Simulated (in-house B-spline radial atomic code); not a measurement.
Whole-atom quantities along the 12-electron series, configuration [Ne] 3s2. Computed with an all-electron radial atomic-structure program (B-spline basis): non-relativistic Hartree-Fock, average of the configuration, point nuclei.

This level leaves out relativity, spin-orbit splitting included, which matters for heavy ions.

| ion | Z | E/Z² (Eh) | Σ<r²> (bohr²) | n(0)/Z³ (bohr⁻³) | Lamb diamagnetic shielding (ppm) | repulsion over attraction |
| --- | --- | --- | --- | --- | --- | --- |
| Xe42+ | 54 | -1.9228 | 0.28996 | 0.71071 | 3859.46 | 0.044934 |
| Cs43+ | 55 | -1.9261 | 0.27835 | 0.71121 | 3934.41 | 0.044144 |
| Ba44+ | 56 | -1.9292 | 0.26742 | 0.7117 | 4009.36 | 0.043381 |
| La45+ | 57 | -1.9323 | 0.25712 | 0.71217 | 4084.31 | 0.042645 |
| Ce46+ | 58 | -1.9353 | 0.2474 | 0.71262 | 4159.26 | 0.041933 |
| Pr47+ | 59 | -1.9382 | 0.23823 | 0.71306 | 4234.21 | 0.041244 |
| Nd48+ | 60 | -1.9409 | 0.22956 | 0.71348 | 4309.16 | 0.040577 |
| Pm49+ | 61 | -1.9436 | 0.22135 | 0.71389 | 4384.1 | 0.039932 |
| Sm50+ | 62 | -1.9462 | 0.21358 | 0.71429 | 4459.05 | 0.039306 |
| Eu51+ | 63 | -1.9488 | 0.20621 | 0.71468 | 4534 | 0.0387 |
| Gd52+ | 64 | -1.9512 | 0.19922 | 0.71505 | 4608.95 | 0.038112 |
| Tb53+ | 65 | -1.9536 | 0.19258 | 0.71542 | 4683.89 | 0.037542 |
| Dy54+ | 66 | -1.9559 | 0.18626 | 0.71577 | 4758.84 | 0.036988 |
| Ho55+ | 67 | -1.9582 | 0.18025 | 0.71611 | 4833.79 | 0.036451 |
| Er56+ | 68 | -1.9603 | 0.17453 | 0.71645 | 4908.74 | 0.035929 |
| Tm57+ | 69 | -1.9625 | 0.16907 | 0.71677 | 4983.69 | 0.035422 |
| Yb58+ | 70 | -1.9645 | 0.16387 | 0.71709 | 5058.63 | 0.034928 |
| Lu59+ | 71 | -1.9665 | 0.1589 | 0.71739 | 5133.58 | 0.034449 |
| Hf60+ | 72 | -1.9685 | 0.15416 | 0.71769 | 5208.53 | 0.033982 |
| Ta61+ | 73 | -1.9704 | 0.14963 | 0.71798 | 5283.47 | 0.033527 |
| W62+ | 74 | -1.9722 | 0.14529 | 0.71827 | 5358.42 | 0.033085 |
| Re63+ | 75 | -1.974 | 0.14114 | 0.71854 | 5433.37 | 0.032654 |

With what power of Z does the column «Σ<r²> (bohr²)» change over this range?

A fit of the logarithm of its size against log Z from Z = 54 to 75 has slope -2.19. Unscreened non-relativistic hydrogenic orbitals would give -2.
